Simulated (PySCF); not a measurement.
C₆ coefficients of unlike pairs at revPBE

Calculated with PySCF 2.14 from the dipole response of each species, C₆(A,B) = (3/π) ∫ α_A(iu) α_B(iu) du, in atomic units, from isotropic polarisabilities. For ions this is the dispersion term alone; charge-induced terms of lower order in 1/R come first.

```json
{"species": "Sr(2+)", "configuration": "[Kr] (1S)", "basis": "aug-cc-pVTZ-X2C (8s7p5d2f)", "relativity": "spin-free X2C", "α (bohr³)": "5.813", "C₆ (like pair)": "27.25"}
{"species": "Au+", "configuration": "[Xe] 4f14 5d10 (1S)", "basis": "aug-cc-pwCVTZ-PP with ECP60MDF (8s8p7d4f3g)", "relativity": "core potential", "α (bohr³)": "14.12", "C₆ (like pair)": "105.5"}
{"species": "In(2+)", "configuration": "[Kr] 4d10 5s1 (2S)", "basis": "def2-TZVPPD with the def2 core potential (28 electrons) (7s5p4d2f)", "relativity": "core potential", "α (bohr³)": "13.39", "C₆ (like pair)": "63.52"}
```

(1) Estimate C₆ for Au+ with Sr(2+).

No spin-orbit coupling is included.

The other pairs:

```csv
pair,C₆
"In(2+), Sr(2+)",40.03
"In(2+), Au+",80.99
```

Answers

(1) The integral gives 53.12. The combination rule 2 C_A C_B / (C_A α_B/α_A + C_B α_A/α_B) gives 52.44 and the geometric mean 53.60.
